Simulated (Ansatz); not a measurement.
A nudged elastic band was laid between two geometries of C2H8Sn (11 atoms, charge 0, multiplicity 1).

Theory: Ansatz 0.2.0, RKS PBE0-D4/def2-SVP.

```yaml
movable_images: 7
climbing_image: yes
spring: 5.0 eV/Å²
optimiser: quadratic models (default)
start_path: through a guess of the saddle point
force_threshold: 0.03 eV/Å
iteration_limit: 60
end_points: relaxed
```

Image 0:

```xyz
11
Properties=species:S:1:pos:R:3
Sn 0.097 -0.075 0.305
H -0.454 -0.306 1.918
C 2.241 0.124 0.291
H 2.714 -0.784 0.691
H 2.595 0.285 -0.737
H 2.545 0.982 0.908
C -0.806 1.697 -0.521
H -1.895 1.569 -0.605
H -0.601 2.562 0.126
H -0.395 1.897 -1.521
H -0.360 -1.445 -0.630
```

Image 8:

```xyz
11
Properties=species:S:1:pos:R:3
Sn -1.000 -0.407 0.318
H 1.440 0.074 1.536
C 2.164 0.073 0.704
H 3.027 -0.533 1.006
H 1.736 -0.362 -0.213
H 2.473 1.107 0.500
C -0.925 1.650 -0.477
H -1.712 1.749 -1.245
H -1.103 2.402 0.305
H 0.038 1.852 -0.970
H -0.455 -1.099 -1.239
```

Task: What changes between the two ends?

Result: Bonds broken: Sn1–H2, Sn1–C3. Bonds formed: H2–C3. C2H8Sn becomes CH4 + CH4Sn.

Task: What energy profile does the band end with?

Result: It converged. The highest image is number 3 of 0 to 8, 54.7 kcal/mol above the first end and 46.1 kcal/mol above the last; the last end lies 8.7 kcal/mol above the first. Neighbouring images differ by up to 1.5 eV, so the band resolves the path poorly. A vibrational analysis at the climbing image gives one clearly imaginary mode, 1151i cm⁻¹: a first-order saddle point. The orbitals stay closed-shell, which can raise the energy where a bond breaks towards radicals; this wasn't checked here.

| image | path coordinate (Å) | energy (kcal/mol) | Sn1–H2 (Å) | Sn1–C3 (Å) | H2–C3 (Å) |
| --- | --- | --- | --- | --- | --- |
| 0 | 0.00 | 0.0 | 1.72 | 2.15 | 3.18 |
| 1 | 0.65 | 2.9 | 1.71 | 2.13 | 2.92 |
| 2 | 1.31 | 23.9 | 1.68 | 2.17 | 2.35 |
| 3 | 1.96 | 54.7 | 1.72 | 2.48 | 1.77 |
| 4 | 2.59 | 19.1 | 2.00 | 2.74 | 1.19 |
| 5 | 3.22 | 9.4 | 2.46 | 3.15 | 1.11 |
| 6 | 3.85 | 9.0 | 2.64 | 3.23 | 1.10 |
| 7 | 4.49 | 8.8 | 2.70 | 3.24 | 1.10 |
| 8 | 5.12 | 8.7 | 2.77 | 3.22 | 1.10 |

Task: What is the geometry of the highest image?

Result: 
```xyz
11
Properties=species:S:1:pos:R:3
Sn -0.460 -0.233 0.453
H 0.753 -0.201 1.666
C 1.986 0.165 0.451
H 2.545 -0.770 0.578
H 2.055 0.531 -0.583
H 2.330 0.938 1.150
C -0.791 1.648 -0.570
H -1.864 1.804 -0.744
H -0.409 2.466 0.058
H -0.259 1.645 -1.532
H -0.206 -1.489 -0.699
```

The band took 19 iterations and of the order of 9 core-minutes.

The run took 4.8 min on 2 threads of Arm Neoverse V2 (shared host), peak memory 0.21 GiB.
